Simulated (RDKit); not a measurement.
RDKit input (UFF):

```python
from rdkit import Chem
from rdkit.Chem import AllChem, rdDetermineBonds

mol = Chem.MolFromXYZFile('mol.xyz')
rdDetermineBonds.DetermineBonds(mol, charge=0)
print('SMILES', Chem.MolToSmiles(Chem.RemoveHs(mol)))
ff = AllChem.UFFGetMoleculeForceField(mol)
e0 = ff.CalcEnergy()
flag = ff.Minimize(maxIts=5000, forceTol=1e-5)
print(f'energy {e0:.4f} -> {ff.CalcEnergy():.4f} kcal/mol, converged: {flag == 0}')
print(Chem.MolToXYZBlock(mol))
```
mol.xyz:
```
7

Si    -1.07247900     0.08671500     0.21192300
P      1.12328100    -0.06802800    -0.33237500
H     -1.81711400    -0.89255900    -0.61340200
H     -1.53175300     1.45323300    -0.12913000
H     -1.35648400    -0.17410100     1.64265400
H      1.31289000    -1.29737100     0.35134200
H      1.55796100     0.71721500     0.76723900
```

Output:

```
SMILES [SiH3]P
energy 1.5505 -> 0.0137 kcal/mol, converged: True
7

Si    -1.054329    0.091428    0.178438
P      1.088907   -0.064958   -0.326907
H     -1.816030   -0.888162   -0.610452
H     -1.531837    1.447952   -0.128095
H     -1.239771   -0.181871    1.611318
H      1.258526   -1.326640    0.372850
H      1.510835    0.747355    0.801100
```

The geometry given is a B3LYP-D3(BJ)/def2-TZVP minimum.
